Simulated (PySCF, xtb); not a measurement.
## Ranking isomers of HInOSe

3 gas-phase structures of HInOSe, found in a search over its isomers (lower ones may exist). Each was relaxed with GFN2-xTB:

A. a singlet given by its coordinates
B. `[SeH][O][In]`, a singlet
C. a singlet given by its coordinates

A (Å):

```yaml
atoms:
  - { symbol: In, position_ang: [-1.6357, -0.2517, -0.4547] }
  - { symbol: O, position_ang: [-2.0501, -1.9675, 0.4005] }
  - { symbol: Se, position_ang: [-0.3212, 1.7661, -0.7261] }
  - { symbol: H, position_ang: [-2.7470, -2.5983, 0.2286] }
```

Close contacts (Å): In1–O2 1.96, In1–Se3 2.42, O2–H4 0.96.

C (Å):

```yaml
atoms:
  - { symbol: In, position_ang: [0.8061, -1.6143, 0.8565] }
  - { symbol: O, position_ang: [-0.3693, 0.3832, 1.2720] }
  - { symbol: Se, position_ang: [-1.3749, -0.4102, -0.2283] }
  - { symbol: H, position_ang: [-0.8221, 1.2049, 1.4706] }
```

Close contacts (Å): In1–O2 2.35, In1–Se3 2.72, O2–Se3 1.97, O2–H4 0.96.

Task: Estimate their order in r2SCAN-D4/def2-SVP energy at these geometries, lowest first.

Result: Calculated order at r2SCAN-D4/def2-SVP: A (0.000), C (0.217), B (0.679) eV.

Energies above the lowest of each column, in eV; the last columns are at B3LYP-D3(BJ)/def2-SVP geometries (a dash: not run or not comparable):

```
structure  GFN2-xTB  HF/STO-3G  r2SCAN-D4/def2-SVP  B3LYP-D3(BJ)/def2-SVP  CCSD(T)/def2-SVP + ΔMP2/def2-TZVPP
        A     0.490      0.000               0.000                  0.000                               0.000
        C     0.000      1.014               0.217                  0.211                               0.490
        B     0.301      1.753               0.679                  0.655                                   –
```

CCSD(T)/def2-SVP + ΔMP2/def2-TZVPP puts A lowest of those it was run on; GFN2-xTB picks C. Some further structures that were screened fall inside this span and aren't listed. Flexible structures stand in one conformer each, not always the lowest. Frequencies (GFN2-xTB) were run for A, C alone. Atoms past krypton carry core potentials in the def2 sets, without spin–orbit terms. ΔMP2 is the change of the MP2 energy from the smaller to the larger basis.

Programs: PySCF 2.14.0, xtb 6.7.1.
